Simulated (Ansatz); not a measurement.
Reaction (ligand exchange at the Si–O bond): `[SiH3]O[CH2][ZnH]` + `BN` → `BN[SiH3]` + `O[CH2][ZnH]`

Program: Ansatz. Geometries: PBE0-D4/def2-TZVP. ΔE: electronic, gas phase. CBS: MP2 limit from def2 TZ/QZ plus the TZ coupled-cluster correction, frozen cores. This one scheme is used for every species. DFT in def2-TZVPP. For Zn outer-core shells are correlated without core-valence functions, which leaves a few kJ/mol of doubt a bond. Scalar relativity is left out up to krypton. Each species was taken in one conformer, which may not be the lowest.

| species | PBE-QIDH energy (Eh) |
| --- | --- |
| `[SiH3]O[CH2][ZnH]` | -2185.02109 |
| `BN` | -81.95402 |
| `BN[SiH3]` | -372.46178 |
| `O[CH2][ZnH]` | -1894.49112 |

Question: Work out ΔE.

Answer: ΔE = (-372.46178) + (-1894.49112) − (-2185.02109) − (-81.95402) = 0.02221 Eh = +58.3 kJ/mol. CCSD(T)/CBS gives +58.0 kJ/mol.

Question: What do rigid-rotor, harmonic-oscillator terms from PBE0-D4/def2-TZVP frequencies (298.15 K, 1 bar) make of the CCSD(T)/CBS value? (Estimate.)

Answer: Ansatz gave: ΔZPE = -0.1 kJ/mol, ΔH = +57.3 kJ/mol, ΔS = 7 J/(mol·K), ΔG = +55.3 kJ/mol. Modes under 50 cm⁻¹ make the entropy rough.

Largest T1 diagnostic among the species: 0.014.

At CCSD(T), def2-SVP lies +3.3 kJ/mol from the extrapolated value and def2-TZVPP +1.5 kJ/mol. Leaving LDA and LC-ωPBE aside and taking each functional with its dispersion term where it has one, the values, not all of them listed here, spread over 10.8 kJ/mol, from revPBE-D4 to BHLYP-D4.
